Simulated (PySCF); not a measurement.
BrCs, triplet, at the geometry of the source list (a higher spin typed on purpose: for a closed-shell molecule this is an excited state) (core potentials on Cs); BLYP/def2-SV(P) run with PySCF.

Here is a job for PySCF.
```python
from pyscf import gto, scf, dft

mol = gto.Mole()
mol.atom = '''
    Cs   -1.025200   -0.718300   -0.872300
    Br    1.025200    0.718300    0.872300
'''
mol.basis = 'def2-sv(p)'
mol.ecp = {'Cs': 'def2-sv(p)'}
mol.charge = 0
mol.spin = 2
mol.verbose = 4
mol.symmetry = True
mol.build()

mf = dft.UKS(mol)
mf.xc = 'blyp'
mf.kernel()
mf.analyze()
```

The log (banner, timings and long lists left out):

```
PySCF version 2.14.0

[INPUT] verbose = 4
[INPUT] num. atoms = 2
[INPUT] num. electrons = 44
[INPUT] charge = 0
[INPUT] spin (= nelec alpha-beta = 2S) = 2
[INPUT] symmetry True subgroup None
[INPUT] Mole.unit = angstrom
[INPUT] Symbol           X                Y                Z      unit          X                Y                Z       unit  Magmom
[...]
nuclear repulsion = 54.6260490401001
point group symmetry = Coov
symmetry origin: [-0.43052161 -0.30164228 -0.36631291]
symmetry axis x: [ 0.         -0.77195833  0.63567313]
symmetry axis y: [ 0.74061092 -0.42713047 -0.51870515]
symmetry axis z: [-0.67193412 -0.47078646 -0.57172077]
num. orbitals of irrep A1 = 22
num. orbitals of irrep E1x = 12
num. orbitals of irrep E1y = 12
num. orbitals of irrep E2x = 5
num. orbitals of irrep E2y = 5
number of shells = 22
number of NR pGTOs = 109
number of NR cGTOs = 56
basis = def2-sv(p)
ecp = {'Cs': 'def2-sv(p)'}

******** <class 'pyscf.dft.uks_symm.SymAdaptedUKS'> ********
method = SymAdaptedUKS
initial guess = minao
damping factor = 0
level_shift factor = 0
DIIS = <class 'pyscf.scf.diis.CDIIS'>
diis_start_cycle = 1
diis_space = 8
diis_damp = 0
SCF conv_tol = 1e-09
SCF conv_tol_grad = None
SCF max_cycles = 50
direct_scf = True
direct_scf_tol = 1e-13
number electrons alpha = 23  beta = 21
XC library pyscf.dft.libxc version 7.1.2
    S. Lehtola, C. Steigemann, M. J. T. Oliveira, and M. A. L. Marques,  SoftwareX 7, 1–5 (2018)
XC functionals = blyp
    A. D. Becke,  Phys. Rev. A 38, 3098 (1988)
    C. Lee, W. Yang, and R. G. Parr,  Phys. Rev. B 37, 785 (1988)
    B. Miehlich, A. Savin, H. Stoll, and H. Preuss,  Chem. Phys. Lett. 157, 200 (1989)
radial grids:
    Treutler-Ahlrichs [JCP 102, 346 (1995); DOI:10.1063/1.469408] (M4) radial grids

becke partition: Becke, JCP 88, 2547 (1988); DOI:10.1063/1.454033
pruning grids: <function nwchem_prune>
grids dens level: 3
symmetrized grids: True
atomic radii adjust function: <function treutler_atomic_radii_adjust>
small_rho_cutoff = 0
Freeze 0 electrons in irreps []
    44 free electrons in irreps A1 E1x E1y E2x E2y
Set gradient conv threshold to 3.16228e-05
tot grids = 44136
init E= -2589.67881955258

cycle= 1 E= -2593.85471651608  delta_E= -4.18  |g|= 0.258  |ddm|= 2.48

cycle= 2 E= -2593.84536753059  delta_E= 0.00935  |g|= 0.292  |ddm|= 2.66

cycle= 3 E= -2593.90830772055  delta_E= -0.0629  |g|= 0.0519  |ddm|= 1.54

cycle= 4 E= -2593.91124189291  delta_E= -0.00293  |g|= 0.061  |ddm|= 1.21

cycle= 5 E= -2593.90989061498  delta_E= 0.00135  |g|= 0.035  |ddm|=  1.2

cycle= 6 E= -2593.91253736666  delta_E= -0.00265  |g|= 0.0436  |ddm|=  1.2

cycle= 7 E= -2593.90982546017  delta_E= 0.00271  |g|= 0.0347  |ddm|=  1.2

cycle= 8 E= -2593.90969123391  delta_E= 0.000134  |g|= 0.0367  |ddm|= 0.0145

cycle= 9 E= -2593.90946593658  delta_E= 0.000225  |g|= 0.0404  |ddm|= 0.0126

cycle= 10 E= -2593.90851286047  delta_E= 0.000953  |g|= 0.0531  |ddm|= 0.0488

cycle= 11 E= -2593.90808657526  delta_E= 0.000426  |g|= 0.0578  |ddm|= 0.0234

cycle= 12 E= -2593.90809342969  delta_E= -6.85e-06  |g|= 0.0577  |ddm|= 0.00412

cycle= 13 E= -2593.90819129126  delta_E= -9.79e-05  |g|= 0.0566  |ddm|= 0.00384

cycle= 14 E= -2593.90788732421  delta_E= 0.000304  |g|= 0.0601  |ddm|= 0.0114

cycle= 15 E= -2593.91059652316  delta_E= -0.00271  |g|= 0.0665  |ddm|= 1.21

cycle= 16 E= -2593.90832326037  delta_E= 0.00227  |g|= 0.0553  |ddm|= 1.21

cycle= 17 E= -2593.90838377866  delta_E= -6.05e-05  |g|= 0.0545  |ddm|= 0.00758

cycle= 18 E= -2593.90831733918  delta_E= 6.64e-05  |g|= 0.0552  |ddm|= 0.00432

cycle= 19 E= -2593.90843229257  delta_E= -0.000115  |g|= 0.0538  |ddm|= 0.00474

cycle= 20 E= -2593.90840502965  delta_E= 2.73e-05  |g|= 0.0542  |ddm|= 0.0014

cycle= 21 E= -2593.90857920276  delta_E= -0.000174  |g|= 0.0521  |ddm|= 0.0079

cycle= 22 E= -2593.90869851061  delta_E= -0.000119  |g|= 0.0506  |ddm|= 0.00772

cycle= 23 E= -2593.90868552349  delta_E= 1.3e-05  |g|= 0.0508  |ddm|= 0.00245

[...]
SCF not converged.
Total Energy =                       -2593.908536099951561
[...]
alpha MO #44 (E2y #4), energy= 0.441405480800835 occ= 0
alpha MO #45 (E1x #10), energy= 0.450309136531068 occ= 0
alpha MO #46 (E1y #10), energy= 0.450309136531068 occ= 0
alpha MO #47 (A1 #19), energy= 0.48426179472235 occ= 0
alpha MO #48 (E1x #11), energy= 0.587328658478476 occ= 0
alpha MO #49 (E1y #11), energy= 0.587328658478476 occ= 0
alpha MO #50 (A1 #20), energy= 0.796932179742178 occ= 0
alpha MO #51 (E2x #5), energy= 3.23687351757111 occ= 0
alpha MO #52 (E2y #5), energy= 3.23687351757111 occ= 0
alpha MO #53 (E1x #12), energy= 3.2388726581832 occ= 0
alpha MO #54 (E1y #12), energy= 3.2388726581832 occ= 0
alpha MO #55 (A1 #21), energy= 3.29507677796814 occ= 0
alpha MO #56 (A1 #22), energy= 19.4239065248296 occ= 0
beta  MO #1 (A1 #1), energy= -481.13227527115 occ= 1
beta  MO #2 (A1 #2), energy= -61.8618560830199 occ= 1
beta  MO #3 (A1 #3), energy= -55.8026449370985 occ= 1
beta  MO #4 (E1x #1), energy= -55.7995386034777 occ= 1
beta  MO #5 (E1y #1), energy= -55.7995386034777 occ= 1
beta  MO #6 (A1 #4), energy= -8.45322852029463 occ= 1
beta  MO #7 (A1 #5), energy= -6.33669477772875 occ= 1
beta  MO #8 (E1x #2), energy= -6.32419146336809 occ= 1
beta  MO #9 (E1y #2), energy= -6.32419146336809 occ= 1
beta  MO #10 (A1 #6), energy= -2.54221452836273 occ= 1
beta  MO #11 (E1x #3), energy= -2.53836433999421 occ= 1
beta  MO #12 (E1y #3), energy= -2.53836433999421 occ= 1
beta  MO #13 (E2x #1), energy= -2.53266841503707 occ= 1
beta  MO #14 (E2y #1), energy= -2.53266841503707 occ= 1
beta  MO #15 (A1 #7), energy= -0.99500046423379 occ= 1
beta  MO #16 (A1 #8), energy= -0.720773121495249 occ= 1
beta  MO #17 (A1 #9), energy= -0.506076004681358 occ= 1
beta  MO #18 (E1x #4), energy= -0.496252684396645 occ= 1
beta  MO #19 (E1y #4), energy= -0.496252684396645 occ= 1
beta  MO #20 (A1 #10), energy= -0.292449615305014 occ= 1
beta  MO #21 (E1x #5), energy= -0.29177795168357 occ= 1
beta  MO #22 (E1y #5), energy= -0.29177795168357 occ= 0
beta  MO #23 (A1 #11), energy= -0.0590518564861817 occ= 0
beta  MO #24 (A1 #12), energy= -0.0152480980612459 occ= 0
beta  MO #25 (E1x #6), energy= -0.00801311927015114 occ= 0
beta  MO #26 (E1y #6), energy= -0.00801311927015114 occ= 0
beta  MO #27 (E2x #2), energy= 0.0122256824774691 occ= 0
beta  MO #28 (E2y #2), energy= 0.0122256824774691 occ= 0
beta  MO #29 (A1 #13), energy= 0.0128958800391565 occ= 0
beta  MO #30 (E1x #7), energy= 0.0166693139589764 occ= 0
beta  MO #31 (E1y #7), energy= 0.0166693139589764 occ= 0
beta  MO #32 (A1 #14), energy= 0.0336255367628375 occ= 0
beta  MO #33 (E1x #8), energy= 0.117732133665009 occ= 0
beta  MO #34 (E1y #8), energy= 0.117732133665009 occ= 0
beta  MO #35 (A1 #15), energy= 0.134907727543258 occ= 0
beta  MO #36 (E2x #3), energy= 0.136535952419234 occ= 0
beta  MO #37 (E2y #3), energy= 0.136535952419234 occ= 0
beta  MO #38 (E1x #9), energy= 0.232206330307973 occ= 0
beta  MO #39 (E1y #9), energy= 0.232206330307973 occ= 0
beta  MO #40 (A1 #16), energy= 0.272158990430771 occ= 0
beta  MO #41 (A1 #17), energy= 0.391930028503392 occ= 0
beta  MO #42 (A1 #18), energy= 0.432460232079556 occ= 0
beta  MO #43 (E2x #4), energy= 0.457680698526957 occ= 0
beta  MO #44 (E2y #4), energy= 0.457680698526957 occ= 0
beta  MO #45 (E1x #10), energy= 0.478166583350123 occ= 0
beta  MO #46 (E1y #10), energy= 0.478166583350123 occ= 0
beta  MO #47 (A1 #19), energy= 0.511965914243437 occ= 0
beta  MO #48 (E1x #11), energy= 0.596472178178611 occ= 0
beta  MO #49 (E1y #11), energy= 0.596472178178611 occ= 0
beta  MO #50 (A1 #20), energy= 0.81980872302891 occ= 0
beta  MO #51 (E2x #5), energy= 3.24522236409145 occ= 0
beta  MO #52 (E2y #5), energy= 3.24522236409145 occ= 0
beta  MO #53 (E1x #12), energy= 3.25512162906607 occ= 0
beta  MO #54 (E1y #12), energy= 3.25512162906607 occ= 0
beta  MO #55 (A1 #21), energy= 3.3179344073826 occ= 0
beta  MO #56 (A1 #22), energy= 19.4087003472515 occ= 0
In total            23.00000 | 21.00000
Dipole moment(X, Y, Z, Debye):  1.26952,  0.88948,  1.08018
```

The run did not converge; its last values are not results.
